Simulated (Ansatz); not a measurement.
# KLi (SMILES [Li][K]): the energy, rung by rung

The species is KLi (2 atoms), meant as a singlet with charge 0. As SMILES, `[Li][K]`. Geometry: the measured bond length.

```xyz
2

Li    0.0000    0.0000    0.0000
K     0.0000    0.0000    3.2700
```

Each level gives the energy change with the Li1–K2 bond stretched from 3.270 to 4.905 Å (eV). The values are calculated.

```csv
level,kind,program,value (eV),less FCI/STO-3G,CPU time (all runs)
HF/STO-3G (restricted),Hartree–Fock,Ansatz,1.47,+0.24,0.27 s
PBE/STO-3G (restricted),GGA,Ansatz,1.03,-0.20,2.6 s
r2SCAN/STO-3G (restricted),meta-GGA,Ansatz,1.12,-0.11,9.3 s
BHLYP/STO-3G (restricted),global hybrid,Ansatz,1.27,+0.04,2.2 s
wB97X/STO-3G (restricted),range-separated hybrid,Ansatz,1.57,+0.34,13 s
BCCD(T)/STO-3G (restricted),coupled cluster or CI,Ansatz,1.23,0.00,0.5 s
CCSD(T)/STO-3G (restricted),coupled cluster or CI,Ansatz,1.22,-0.01,0.4 s
CCSDTQ/STO-3G (restricted),coupled cluster or CI,Ansatz,1.23,0.00,17 s
FCI/STO-3G,exact in the basis,Ansatz,1.23,0.00,11 s
```

FCI/STO-3G is exact within its basis and frozen core, so for wave-function methods in that basis the difference is their error; functionals converge differently with the basis, so for them it is only a difference. The first shape isn't each level's own minimum. The values span 1.03 to 1.57 eV. Minimal STO sets describe s-block atoms so badly that they can place the ion below the atom. All rows use very small basis sets, so even the best lies far from the true value. CPU times are rough (shared hosts, several kinds of processor): they show what a rung costs within a factor of a few.
